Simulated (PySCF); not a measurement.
Species: ZrCl₄ (singlet state).
Bonds: Zr1–Cl2, Zr1–Cl3, Zr1–Cl4, Zr1–Cl5.

Theory: PBE0-D3(BJ)/def2-SVP geometry optimisation, gas phase, def2 core potentials past Kr (PySCF 2.14.0).

Question: How far are the bound atoms from Zr1?

Answer: 4 atoms: Cl5 2.317 Å, Cl3 2.319 Å, Cl4 2.321 Å, Cl2 2.327 Å.

Question: List the angles at Zr1.

Answer: 
| angle | degrees | distance of the outer atoms (Å) |
| --- | --- | --- |
| Cl2–Zr1–Cl4 | 111.5 | 3.84 |
| Cl2–Zr1–Cl3 | 110.2 | 3.81 |
| Cl2–Zr1–Cl5 | 110.1 | 3.81 |
| Cl3–Zr1–Cl4 | 108.8 | 3.77 |
| Cl3–Zr1–Cl5 | 108.2 | 3.75 |
| Cl4–Zr1–Cl5 | 108.0 | 3.75 |

Question: What is the shape at Zr1?

Answer: Tetrahedral: angles from 108.0° to 111.5°; τ4 = (360° − α − β)/141° = 0.98 with α and β the two widest (0 for a square, 1 for a tetrahedron).

Charge 0, singlet. Whether it is a minimum is left open (no frequencies).

Hardware: an Arm Neoverse N1 with one thread, shared host with 64 logical CPUs at a one-minute load of 60. Cost: 88 s of wall time, 0.40 GiB resident at most. This is the geometry optimisation.
